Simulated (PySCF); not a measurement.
## Eu(II) with different ligands

Computed with PySCF 2.14.0, PBE0, def2-SVP on the ligands, density fitting, scalar-relativistic core potentials, no spin-orbit coupling, vacuum. The metal has lcecp-0-SVP with ECP53. Each complex is relaxed within the symmetry of a template of the same shape. Distances are means of the shortest metal–ligand contacts, charges and spins Mulliken's; removal energies are rigid, with the ligand's formal charge and no counterpoise, so too large; for an anion taken off a cation in vacuum most of it is the attraction of opposite charges, and multiply charged cations can part far more cheaply with an electron moved from ligand to metal. lcecp potentials hold a fixed number of 4f electrons in the core, out of states, spins and gaps.

```tsv
complex	point group	M–first ligand (Å)	charge on M (e)	removal of one first-named ligand (eV)	strongest infrared band, degenerate modes summed (cm⁻¹)	unstable modes (below −25 cm⁻¹)
[EuCl3(H2O)]−	Cs	2.737	0.47	3.95	–	1
[EuF3(H2O)]−	Cs	2.236	0.73	5.20	–	1
```

Question: Order these by the energy to remove one first-named ligand, lowest first.
A. [EuCl3(NH3)]−
B. [EuF3(NH3)]−
C. [EuH3(NH3)]−
D. [Eu(OH)3(NH3)]−
E. [EuH3(H2O)]−

Answer: C (3.59), A (3.70), E (4.26), D (4.33), B (4.69).

Question: What else do they give?

Answer: 
```json
{"complex": "[EuCl3(NH3)]−", "point group": "C3v", "M–first ligand (Å)": "2.739", "charge on M (e)": "0.40", "removal of one first-named ligand (eV)": "3.70", "strongest infrared band, degenerate modes summed (cm⁻¹)": "1076", "unstable modes (below −25 cm⁻¹)": "0"}
{"complex": "[EuF3(NH3)]−", "point group": "C3v", "M–first ligand (Å)": "2.239", "charge on M (e)": "0.64", "removal of one first-named ligand (eV)": "4.69", "strongest infrared band, degenerate modes summed (cm⁻¹)": "405", "unstable modes (below −25 cm⁻¹)": "0"}
{"complex": "[Eu(OH)3(NH3)]−", "point group": "nearly C3", "M–first ligand (Å)": "2.293", "charge on M (e)": "0.41", "removal of one first-named ligand (eV)": "4.33", "strongest infrared band, degenerate modes summed (cm⁻¹)": "–", "unstable modes (below −25 cm⁻¹)": "not given"}
{"complex": "[EuH3(H2O)]−", "point group": "Cs", "M–first ligand (Å)": "2.355", "charge on M (e)": "-0.03", "removal of one first-named ligand (eV)": "4.26", "strongest infrared band, degenerate modes summed (cm⁻¹)": "956", "unstable modes (below −25 cm⁻¹)": "0"}
{"complex": "[EuH3(NH3)]−", "point group": "nearly Cs", "M–first ligand (Å)": "2.367", "charge on M (e)": "-0.12", "removal of one first-named ligand (eV)": "3.59", "strongest infrared band, degenerate modes summed (cm⁻¹)": "–", "unstable modes (below −25 cm⁻¹)": "not given"}
```

Members with unstable modes aren't minima as they stand: saddle points kept by symmetry or, where the modes are soft, flat surfaces and noise. Moved off a saddle point of the template and relaxed again: [EuH3(NH3)]−. One start shape was tried for each, so a minimum needn't be the lowest isomer.
